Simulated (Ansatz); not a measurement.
Relaxation of AsH9OSi2 (13 atoms, charge 0, multiplicity 1), to a largest force component of 0.03 eV/Å in at most 50 steps.

These are results of RKS PBE-D4/def2-SVP in Ansatz, not measurements.

```xyz
13
Properties=species:S:1:pos:R:3
Si 0.025 -0.687 0.948
O 1.650 -0.091 1.127
H -0.114 -1.785 -0.071
H -0.412 -1.299 2.264
Si -1.347 1.188 0.595
H 1.487 0.238 -1.110
As 0.920 -0.009 -2.490
H 2.270 -0.781 1.428
H -0.731 2.183 -0.349
H -2.675 0.740 0.041
H -1.587 1.865 1.917
H -0.534 -0.031 -1.991
H 1.048 -1.530 -2.310
```

Question: Where does it end, and by what steps?

Answer: It converged. The force dipped under the threshold on the way, but the program's further checks kept it going. After 17 steps the energy has fallen by 0.149 eV; H13 moved furthest, 0.76 Å.

| step | energy less start (eV) | largest force component (eV/Å) | accepted |
| --- | --- | --- | --- |
| 0 | 0.0000 | 0.883 | yes |
| 1 | -0.1017 | 0.656 | yes |
| 2 | -0.1201 | 0.582 | yes |
| 3 | -0.1298 | 0.509 | yes |
| 4 | -0.1312 | 0.272 | yes |
| 5 | -0.1414 | 0.044 | yes |
| 6 | -0.1419 | 0.048 | yes |
| 7 | -0.1429 | 0.010 | yes |
| 8 | -0.1421 | 0.159 | no |
| 9 | -0.1441 | 0.029 | yes |
| 10 | -0.1441 | 0.093 | yes |
| 11 | -0.1452 | 0.068 | yes |
| 12 | -0.1464 | 0.008 | yes |
| 13 | -0.1474 | 0.044 | yes |
| 14 | -0.1474 | 0.122 | yes |
| 15 | -0.1483 | 0.075 | yes |
| 16 | -0.1486 | 0.042 | yes |
| 17 | -0.1490 | 0.027 | yes |

```xyz
13
Properties=species:S:1:pos:R:3
Si -0.138 -0.705 1.214
O 1.467 -0.162 1.182
H -0.386 -1.792 0.192
H -0.496 -1.285 2.564
Si -1.460 1.188 0.784
H 1.590 0.186 -1.254
As 1.241 0.150 -2.755
H 2.140 -0.862 1.250
H -1.092 1.827 -0.526
H -2.908 0.774 0.730
H -1.292 2.199 1.884
H -0.235 -0.163 -2.439
H 1.570 -1.355 -2.826
```

Whether the end is a true minimum wasn't checked by a vibrational analysis.

Time of the run: 44 s on 4 threads of Arm Neoverse N1, on a shared host, peak memory 0.2 GiB.
